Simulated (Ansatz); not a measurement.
Consider the redistribution: `[NH2][Ta]([F])(=[S])[Cl]` + `OC=[Se]` → `[NH2][Ta]([OH])(=[S])[Cl]` + `FC=[Se]`.

Computed with Ansatz on PBE0-D4/def2-TZVP structures; ΔE is electronic, products minus reactants. CCSD(T)/CBS is the MP2 limit (def2-TZVPP, def2-QZVPP) plus CCSD(T) − MP2 in def2-TZVPP, frozen cores. Functionals use def2-TZVPP. B3LYP here is the variant with VWN-RPA as its local correlation; programs differ in this. HSE06 is defined as in plane-wave codes. def2 core potentials past Kr. For Se, Ta outer-core shells are correlated without core-valence functions, which leaves a few kJ/mol of doubt a bond. Scalar relativity is left out up to krypton. One conformer a species, not always the lowest.

```json
{"level": "LDA (SPW92)", "ΔE (kJ/mol)": "58.0", "difference from CCSD(T)/CBS": "6.3"}
{"level": "PBE-D4", "ΔE (kJ/mol)": "59.6", "difference from CCSD(T)/CBS": "7.9"}
{"level": "revPBE-D4", "ΔE (kJ/mol)": "60.9", "difference from CCSD(T)/CBS": "9.2"}
{"level": "BLYP-D4", "ΔE (kJ/mol)": "58.1", "difference from CCSD(T)/CBS": "6.4"}
{"level": "r2SCAN-D4", "ΔE (kJ/mol)": "59.8", "difference from CCSD(T)/CBS": "8.1"}
{"level": "B97M-V", "ΔE (kJ/mol)": "59.9", "difference from CCSD(T)/CBS": "8.2"}
{"level": "PBE0-D4", "ΔE (kJ/mol)": "58.6", "difference from CCSD(T)/CBS": "6.9"}
{"level": "B3LYP-D4", "ΔE (kJ/mol)": "57.3", "difference from CCSD(T)/CBS": "5.6"}
{"level": "r2SCANh-D4", "ΔE (kJ/mol)": "59.2", "difference from CCSD(T)/CBS": "7.5"}
{"level": "r2SCAN0-D4", "ΔE (kJ/mol)": "58.5", "difference from CCSD(T)/CBS": "6.8"}
{"level": "HSE06-D4", "ΔE (kJ/mol)": "58.7", "difference from CCSD(T)/CBS": "7.0"}
{"level": "BHLYP-D4", "ΔE (kJ/mol)": "56.5", "difference from CCSD(T)/CBS": "4.8"}
{"level": "ωB97X-V", "ΔE (kJ/mol)": "55.9", "difference from CCSD(T)/CBS": "4.2"}
{"level": "ωB97M-V", "ΔE (kJ/mol)": "54.9", "difference from CCSD(T)/CBS": "3.2"}
{"level": "PBE-QIDH", "ΔE (kJ/mol)": "56.6", "difference from CCSD(T)/CBS": "4.9"}
{"level": "revPBE", "ΔE (kJ/mol)": "61.0", "difference from CCSD(T)/CBS": "9.3"}
{"level": "BLYP", "ΔE (kJ/mol)": "59.2", "difference from CCSD(T)/CBS": "7.5"}
{"level": "r2SCAN", "ΔE (kJ/mol)": "60.0", "difference from CCSD(T)/CBS": "8.3"}
{"level": "PBE0", "ΔE (kJ/mol)": "59.3", "difference from CCSD(T)/CBS": "7.6"}
{"level": "B3LYP", "ΔE (kJ/mol)": "58.4", "difference from CCSD(T)/CBS": "6.7"}
{"level": "r2SCANh", "ΔE (kJ/mol)": "59.5", "difference from CCSD(T)/CBS": "7.8"}
{"level": "r2SCAN0", "ΔE (kJ/mol)": "58.9", "difference from CCSD(T)/CBS": "7.2"}
{"level": "HSE06", "ΔE (kJ/mol)": "59.4", "difference from CCSD(T)/CBS": "7.7"}
{"level": "BHLYP", "ΔE (kJ/mol)": "57.6", "difference from CCSD(T)/CBS": "5.9"}
{"level": "CAM-B3LYP", "ΔE (kJ/mol)": "56.7", "difference from CCSD(T)/CBS": "5.0"}
{"level": "LC-ωPBE", "ΔE (kJ/mol)": "58.2", "difference from CCSD(T)/CBS": "6.5"}
{"level": "RPA@PBE/def2-TZVPP", "ΔE (kJ/mol)": "51.6", "difference from CCSD(T)/CBS": "-0.1"}
{"level": "HF/def2-SVP", "ΔE (kJ/mol)": "59.2", "difference from CCSD(T)/CBS": "7.5"}
{"level": "CCSD/def2-SVP", "ΔE (kJ/mol)": "55.1", "difference from CCSD(T)/CBS": "3.4"}
{"level": "HF/def2-TZVPP", "ΔE (kJ/mol)": "56.7", "difference from CCSD(T)/CBS": "5.0"}
{"level": "MP2/def2-TZVPP", "ΔE (kJ/mol)": "52.0", "difference from CCSD(T)/CBS": "0.3"}
{"level": "SCS-MP2/def2-TZVPP", "ΔE (kJ/mol)": "51.6", "difference from CCSD(T)/CBS": "-0.1"}
{"level": "CCSD/def2-TZVPP", "ΔE (kJ/mol)": "51.3", "difference from CCSD(T)/CBS": "-0.4"}
{"level": "CCSD(T)/def2-TZVPP", "ΔE (kJ/mol)": "51.1", "difference from CCSD(T)/CBS": "-0.6"}
{"level": "HF/def2-QZVPP", "ΔE (kJ/mol)": "57.8", "difference from CCSD(T)/CBS": "6.1"}
{"level": "MP2/def2-QZVPP", "ΔE (kJ/mol)": "52.8", "difference from CCSD(T)/CBS": "1.1"}
{"level": "SCS-MP2/def2-QZVPP", "ΔE (kJ/mol)": "52.5", "difference from CCSD(T)/CBS": "0.8"}
{"level": "HF/CBS(def2)", "ΔE (kJ/mol)": "58.0", "difference from CCSD(T)/CBS": "6.3"}
{"level": "MP2/CBS(def2)", "ΔE (kJ/mol)": "52.7", "difference from CCSD(T)/CBS": "1.0"}
{"level": "CCSD/CBS(def2)", "ΔE (kJ/mol)": "52.0", "difference from CCSD(T)/CBS": "0.3"}
{"level": "CCSD(T)/CBS", "ΔE (kJ/mol)": "51.7", "difference from CCSD(T)/CBS": "0"}
```

Largest T1 diagnostic among the species: 0.020.

Leaving LDA and LC-ωPBE aside and taking each functional with its dispersion term where it has one, the values spread over 6.0 kJ/mol, from ωB97M-V to revPBE-D4. At CCSD(T), def2-SVP lies +3.3 kJ/mol from the extrapolated value and def2-TZVPP −0.6 kJ/mol. In def2-TZVPP, CCSD(T) changes the Hartree–Fock value by −5.7 kJ/mol (the triples alone add −0.3 kJ/mol) and MP2 by −4.7 kJ/mol.
